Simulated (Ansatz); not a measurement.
Calculated with Ansatz (gas phase, PBE0-D4/def2-TZVP geometries, no zero-point term in ΔE). CCSD(T)/CBS is the MP2 limit (def2-TZVPP, def2-QZVPP) plus CCSD(T) − MP2 in def2-TZVPP, frozen cores. This one scheme is used for every species. DFT in def2-TZVPP. B3LYP here is the variant with VWN-RPA as its local correlation; programs differ in this. Each species was taken in one conformer, which may not be the lowest.

Consider the formal exchange of groups at a B–F bond: `FB(F)C[SiH3]` + SiH₄ → `FB([SiH3])C[SiH3]` + H–F.

Question: Is it downhill or uphill in electronic energy at CCSD(T)/CBS, and by how much? (Best estimate.)

Answer: Ansatz gave: Uphill: ΔE = +178.5 kJ/mol.

Question: What do these levels give: PBE-D4, r2SCAN-D4, PBE0-D4, B3LYP-D4, ωB97M-V, B2PLYP, r2SCAN, PBE0, SCS-MP2/def2-TZVPP, CCSD(T)/def2-TZVPP, SCS-MP2/def2-QZVPP, MP2/CBS(def2)? (An estimate is asked.)

Answer: Computed: PBE-D4 167.7, r2SCAN-D4 186.5, PBE0-D4 174.0, B3LYP-D4 184.9, ωB97M-V 188.8, B2PLYP 193.0, r2SCAN 188.3, PBE0 179.5, SCS-MP2/def2-TZVPP 191.3, CCSD(T)/def2-TZVPP 184.6, SCS-MP2/def2-QZVPP 188.2, MP2/CBS(def2) 180.2 kJ/mol.

Largest T1 diagnostic among the species: 0.013.

In def2-TZVPP, CCSD(T) changes the Hartree–Fock value by −32.4 kJ/mol (the triples alone add −4.1 kJ/mol) and MP2 by −30.7 kJ/mol. From PBE to PBE0 (25 % exact exchange), in def2-TZVPP and without D4, ΔE moves by +5.8 kJ/mol. The D4 term adds −9.5 kJ/mol with B3LYP and −5.5 kJ/mol with PBE0; it sums over pairs of atoms, weighted by their polarisabilities, and B3LYP, whose exchange is more repulsive, gets the larger term.
